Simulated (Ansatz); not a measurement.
## A family of molecules: the atomisation energy (no zero-point term)

One atom is swapped for its congeners: GeH2F `[F][GeH2]`; GeH2Cl `[Cl][GeH2]`; GeH2Br `[GeH2][Br]`; GeH2I `[GeH2][I]`. All are doublets with charge 0.

Shapes, held fixed at every level: PBE0-D4/def2-TZVP. Programs: Ansatz 0.2.0. Values in eV.

```json
{"level": "HF/def2-SVP", "GeH2F": "7.47", "GeH2Cl": "6.84", "GeH2Br": "6.48", "GeH2I": "5.98"}
{"level": "r2SCAN-D4/def2-TZVPP", "GeH2F": "10.77", "GeH2Cl": "9.63", "GeH2Br": "9.20", "GeH2I": "8.65"}
{"level": "B3LYP-D4/def2-TZVPP", "GeH2F": "10.60", "GeH2Cl": "9.37", "GeH2Br": "8.94", "GeH2I": "8.43"}
{"level": "BHLYP-D4/def2-TZVPP", "GeH2F": "10.23", "GeH2Cl": "9.22", "GeH2Br": "8.80", "GeH2I": "8.30"}
{"level": "PBE0-D4/def2-TZVPP", "GeH2F": "10.45", "GeH2Cl": "9.40", "GeH2Br": "8.96", "GeH2I": "8.45"}
{"level": "r2SCAN0-D4/def2-TZVPP", "GeH2F": "10.48", "GeH2Cl": "9.49", "GeH2Br": "9.07", "GeH2I": "8.54"}
{"level": "CCSD(T)/def2-TZVPP", "GeH2F": "10.47", "GeH2Cl": "9.27", "GeH2Br": "8.87", "GeH2I": "8.34"}
```

At CCSD(T)/def2-TZVPP the atomisation energy falls at every step, from 10.47 to 8.34 eV. Every level shows the same order. Open shells run unrestricted unless RO is named. For atoms past krypton def2 sets carry core potentials with scalar relativity. Relativity is left out for Br, Ge unless named. Correlated rows may include outer-core shells of Br, Ge, I, which these sets cover unevenly. Spin-orbit coupling, which grows down the group, is left out (summed over each molecule's free atoms 0.14, 0.16, 0.27, 0.43 eV).
